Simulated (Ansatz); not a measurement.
H$_{4}$PSi, doublet, geometry from GFN2-xTB; CASSCF(3,3)/cc-pVDZ (Ansatz, a quantum-chemistry and plane-wave program).

Ansatz was given this input:
Ansatz 0.2 input:
```yaml
crystal:
  periodic: [false, false, false]
  atoms:
    - {symbol: Si, position_ang: [-1.05496699, -0.38511344, 0.01130806]}
    - {symbol: P, position_ang: [1.01984859, 0.40467661, -0.01105555]}
    - {symbol: H, position_ang: [-1.75261898, 0.08771286, 1.21138806]}
    - {symbol: H, position_ang: [-1.77490335, 0.07856497, -1.17914101]}
    - {symbol: H, position_ang: [1.50899565, -0.41858938, 0.98850078]}
    - {symbol: H, position_ang: [1.49033566, -0.42624944, -1.01322740]}
basis:
  gaussian:
    orbitals: cc-pVDZ
hamiltonian:
  xc: hf
correlation: {active_space: {window: {electrons: 3, orbitals: 3}}}
magnetization: {spin_polarized: false, initial_magnetization: 1}
```

It wrote (shortened):

```
Functional definition: HF
549 factors; integrals over basis functions are off by at most 1.0e-3 eV
mean field evaluation 1: about -17195.2886 eV, gradient 1.1e1 eV
mean field evaluation 2: about -17195.2932 eV, gradient 1.1e1 eV
mean field evaluation 4: about -17196.3219 eV, gradient 9.2e-1 eV
mean field evaluation 8: about -17196.3326 eV, gradient 1.5e-3 eV
mean field -17196.33260315 eV, -631.9535670729 hartree, gradient 3.9e-6 eV, S^2 0.750000; 0 other end points of the search recorded, 0 dependent functions left out
reference -17196.33260315 eV, -631.9535670729 hartree; 17, 16 occupied and 39, 40 virtual orbitals, 549 factors
state -17196.71136097 eV, -631.9674861661 hartree
Total energy: -17196.71136097 eV, -631.9674861661 hartree
```
